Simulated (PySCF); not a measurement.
## Simulated absorption spectrum

Species: C₂H₁₁AsGaN.
SMILES: `C[N](C)[GaH2-][AsH3+]`

Computed with TDDFT PBE0/def2-SVPD, vertical, gas phase, core orbitals frozen in the response (PySCF 2.14.0, density-fitted response routines). Geometry: PBE0-D3(BJ)/def2-SVP, one conformer, isolated molecule. Relativistic effects, spin–orbit coupling among them, are left out although an element past zinc is present. Torsions of this conformer, `[CH3:1][N:2]([CH3:3])[GaH2-:4][AsH3+:5]`: C1–N2–Ga4–As5 -89°.

Broadening: Gaussians 0.3 eV wide at half height, area fixed by f = 4.319×10⁻⁹ ∫ε dν̃. The width is an assumption, not a result. The curve ends short of the highest state used, and states not computed would add to its high-energy end.

λ (nm), ε (L mol⁻¹ cm⁻¹) and a bar:
```
    196.5       7718 ##################
    199.5       6807 ################
    202.4       4408 ##########
    205.4       2519 ######
    208.4       1505 ####
    211.3        850 ##
    214.3        366 #
    217.2        119 
    220.2         27 
    223.2          9 
    226.1         24 
    229.1        105 
    232.1        357 #
    235.0        973 ##
    238.0       2342 #####
    240.9       4688 ###########
    243.9       8019 ###################
    246.9      11217 ##########################
    249.8      12755 ##############################
    252.8      11986 ############################
    255.7       9563 ######################
    258.7       6765 ################
    261.7       4840 ###########
    264.6       4060 ##########
    267.6       3924 #########
    270.6       3844 #########
    273.5       3468 ########
    276.5       2757 ######
    279.4       1949 #####
    282.4       1200 ###
    285.4        655 ##
    288.3        327 #
    291.3        143 
    294.3         57 
    297.2         21 
    300.2          7
```

Q: Where are the band maxima, and which computed states make them?

A: 250 nm (4.95 eV), ε about 13000, made up of S2 (93%); 197 nm (6.29 eV), ε about 7800, made up of S6 (20%) and S7 (78%) (ε in L mol⁻¹ cm⁻¹; maxima over ε = 5, shares over 10%). The states used: S1 4.58 eV (f 0.041); S2 4.95 eV (f 0.132); S3 4.99 eV (f 0.0067); S4 5.14 eV (f 0.010); S5 5.98 eV (f 0.012); S6 6.19 eV (f 0.023); S7 6.32 eV (f 0.069); S8 6.43 eV (f 0.0001); S9 6.55 eV (f 0.0064); S10 6.91 eV (f 0.0099).

Q: On this curve, what absorbance would a 10⁻⁵ mol/L sample give at 248 nm over a 1 cm path?

A: 248 nm is 4.999 eV, where ε is about 12000 L mol⁻¹ cm⁻¹, so A = ε c l ≈ 0.12 (Beer–Lambert, with the gas-phase spectrum and the assumed width).

Q: What would ε be at 4.95 eV, the highest of these maxima, with half the width (0.15 eV)?

A: About 24700 L mol⁻¹ cm⁻¹ against 12800, a factor of about 1.9; a lone state at its own centre would give exactly 2.

Q: Coming from long wavelengths, where does ε first pass 100 L mol⁻¹ cm⁻¹?

A: At about 292 nm (4.24 eV), 0.34 eV below S1.

The vertical ionisation energy (ΔSCF) is 7.51 eV, 0.60 eV above S10.
